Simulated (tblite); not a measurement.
C7H13FOSi.
SMILES with atom numbers: `[CH3:1][C@@H:2]1[CH2:3][C@:4]12[CH2:5][O:6][CH2:7][C@@H:8]([F:9])[SiH2:10]2` (hydrogens: H11, H12, H13 on C1; H14 on C2; H15, H16 on C3; H17, H18 on C5; H19, H20 on C7; H21 on C8; H22, H23 on Si10)

Computed geometry: GFN2-xTB, gas phase.

(1) List the bond lengths, angles and torsions at this level.

Results:

(1) 
```json
{"bond": "C1–C2", "length (Å)": "1.508", "order": "single"}
{"bond": "C2–C3", "length (Å)": "1.493", "order": "single"}
{"bond": "C3–C4", "length (Å)": "1.508", "order": "single"}
{"bond": "C4–C5", "length (Å)": "1.520", "order": "single"}
{"bond": "C5–O6", "length (Å)": "1.413", "order": "single"}
{"bond": "O6–C7", "length (Å)": "1.403", "order": "single"}
{"bond": "C7–C8", "length (Å)": "1.532", "order": "single"}
{"bond": "C8–F9", "length (Å)": "1.390", "order": "single"}
{"bond": "C8–Si10", "length (Å)": "1.919", "order": "single"}
{"bond": "C2–C4", "length (Å)": "1.515", "order": "single"}
{"bond": "C4–Si10", "length (Å)": "1.886", "order": "single"}
{"bond": "C1–H11, C1–H12, C1–H13", "length (Å)": "1.088", "order": "single"}
{"bond": "C2–H14", "length (Å)": "1.085", "order": "single"}
{"bond": "C3–H15", "length (Å)": "1.081", "order": "single"}
{"bond": "C3–H16", "length (Å)": "1.080", "order": "single"}
{"bond": "C5–H17", "length (Å)": "1.092", "order": "single"}
{"bond": "C5–H18", "length (Å)": "1.103", "order": "single"}
{"bond": "C7–H19", "length (Å)": "1.094", "order": "single"}
{"bond": "C7–H20", "length (Å)": "1.101", "order": "single"}
{"bond": "C8–H21", "length (Å)": "1.095", "order": "single"}
{"bond": "Si10–H22", "length (Å)": "1.463", "order": "single"}
{"bond": "Si10–H23", "length (Å)": "1.467", "order": "single"}
```

Bonds in one row agree within 0.01 Å and their mean is given. Orders are formal, as drawn. A selection of angles:
```json
{"angle": "C1–C2–C3", "degrees": "121.2"}
{"angle": "C1–C2–C4", "degrees": "122.4"}
{"angle": "C3–C2–C4", "degrees": "60.2"}
{"angle": "C2–C3–C4", "degrees": "60.6"}
{"angle": "C3–C4–C5", "degrees": "118.1"}
{"angle": "C3–C4–Si10", "degrees": "120.2"}
{"angle": "C5–C4–Si10", "degrees": "111.5"}
{"angle": "C2–C4–C3", "degrees": "59.2"}
{"angle": "C2–C4–C5", "degrees": "119.8"}
{"angle": "C2–C4–Si10", "degrees": "119.2"}
{"angle": "C4–C5–O6", "degrees": "113.4"}
{"angle": "C5–O6–C7", "degrees": "114.8"}
{"angle": "O6–C7–C8", "degrees": "112.5"}
{"angle": "C7–C8–F9", "degrees": "108.4"}
{"angle": "C7–C8–Si10", "degrees": "110.5"}
{"angle": "F9–C8–Si10", "degrees": "110.5"}
{"angle": "C4–Si10–C8", "degrees": "101.5"}
```

Torsions: C1–C2–C3–C4 -112° (anticlinal); C2–C3–C4–C5 110° (anticlinal); C3–C4–C5–O6 -160° (antiperiplanar); C4–C5–O6–C7 -73° (synclinal); C5–O6–C7–C8 74° (synclinal); O6–C7–C8–F9 -177° (antiperiplanar); C7–C8–Si10–C4 38° (synclinal); C1–C2–C4–C3 110° (anticlinal); C3–C4–Si10–C8 178° (antiperiplanar).

Si10 (SiH2 silicon) is distorted tetrahedral (angles from 101.5° to 112.7°). The 2 C–Si bonds span 1.886 Å (C4–Si10, drawn single) to 1.919 Å (C8–Si10, drawn single), a spread of 0.033 Å. The 3-membered ring C2–C3–C4 has internal angles of 59.2° to 60.6°. The C–C distances run from 1.493 Å (C2–C3, drawn single) to 1.532 Å (C7–C8, drawn single), a spread of 0.039 Å. The 6-membered ring C4–C5–O6–C7–C8–Si10 has internal angles of 101.5° to 114.8°; it is puckered, 0.23 Å rms from its mean plane, widest ring torsion 74°. Of the pairs four or more bonds apart, H13···H17 is among the closest relative to their van der Waals radii: 2.17 Å, 90 % of the sum of Bondi's values.

Point group: C1 (no symmetry element, even within 0.4 Å). Its GFN2-xTB frequencies are all real (lowest 42 cm⁻¹). The numbers are those of one conformer.
